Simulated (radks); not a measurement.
The numbers below are computed, except where a source is named.
Ionisation of Lu+, [Xe] 4f14 6s2, to Lu2+, [Xe] 4f14 6s1, under several functionals. Dirac Kohn-Sham, spin-unpolarised, spherical densities, point nucleus; a radial shooting solver on a logarithmic mesh with Libxc functionals.

functional,E(Lu+) (hartree),Exc (hartree),IE (eV),-e(HOMO) (eV),<r> HOMO (bohr),IE error (eV)
PW91,-14582.4316,-303.4399,14.322,11.106,3.261,+0.192
B86b exchange with PBE correlation,-14582.0548,-303.0556,14.305,11.077,3.262,+0.175
"LDA (Slater exchange, Perdew-Wang correlation)",-14572.0372,-292.9438,14.563,11.282,3.237,+0.433
exchange-only LDA,-14564.8107,-285.6310,13.534,10.268,3.288,-0.596
exchange-only B88,-14578.0375,-298.9893,13.605,10.341,3.301,-0.525
XLYP,-14582.6992,-303.6947,14.308,10.995,3.263,+0.178

NIST Atomic Spectra Database: 14.13 eV (semi-empirical). Closest: B86b exchange with PBE correlation. The Delta-SCF values span 1.03 eV, the total energies 17.89 hartree. The highest occupied level is 6s1/2. Spin polarisation and multiplet splitting are left out, so open shells lie too high by an amount that depends on their filling.

Beside tabulated values, note that spin-unpolarised runs miss the spin-polarisation part of the exchange energy of open shells.
